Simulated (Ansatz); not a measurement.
`C[Se][GaH2]` + arsine → `[GaH2][AsH2]` + `C[SeH]` at 600 K and 1 bar (ligand exchange at a Ga–Se bond).

Gas-phase electronic energies from Ansatz, PBE0-D4/def2-TZVP geometries. CBS: MP2 limit from def2 TZ/QZ plus the TZ coupled-cluster correction, frozen cores. For As, Ga, Se outer-core shells are correlated without core-valence functions, which leaves a few kJ/mol of doubt a bond. Scalar relativity is left out up to krypton.

| species | CCSD(T)/CBS energy (Eh) | H − E (kJ/mol) | S (J/(mol·K)) |
| --- | --- | --- | --- |
| `C[Se][GaH2]` | -4365.72567 | 185.2 | 408.2 |
| `[AsH3]` | -2236.79077 | 81.6 | 254.3 |
| `[GaH2][AsH2]` | -4161.33979 | 116.7 | 363.0 |
| `C[SeH]` | -2441.15625 | 149.5 | 312.9 |

H − E and S are ideal-gas, rigid-rotor, harmonic terms from PBE0-D4/def2-TZVP. 1 Eh = 2625.50 kJ/mol, R = 8.31446 J/(mol·K).

Question: By hand: ΔE, ΔH, ΔS and ΔG.

Answer: ΔE = (-4161.33979) + (-2441.15625) − (-4365.72567) − (-2236.79077) = 0.02040 Eh = 53.6 kJ/mol. Δ(H − E) = 116.7 + 149.5 − 185.2 − 81.6 = -0.6, so ΔH = 53.0 kJ/mol. ΔS = 363.0 + 312.9 − 408.2 − 254.3 = 13.4 J/(mol·K). ΔG = 53.0 − 600 × (13.4)/1000 = 45.0 kJ/mol.

Question: By hand: the equilibrium constant, and the temperature at which ΔG would vanish if ΔH and ΔS stayed fixed.

Answer: log₁₀ K = −ΔG/(RT ln 10) = -3.9. ΔG = 0 at ΔH/ΔS = 3955 K, far beyond where these terms or the molecules hold.

The number of gas molecules stays the same, so ΔS is small and ΔH decides. A doubt of 5 kJ/mol in ΔE shifts log₁₀ K by 0.4 here. These are equilibria of isolated gas molecules and say nothing of rates. Largest T1 diagnostic: 0.012 (customary marks: 0.02 for closed shells, 0.045 for open ones).
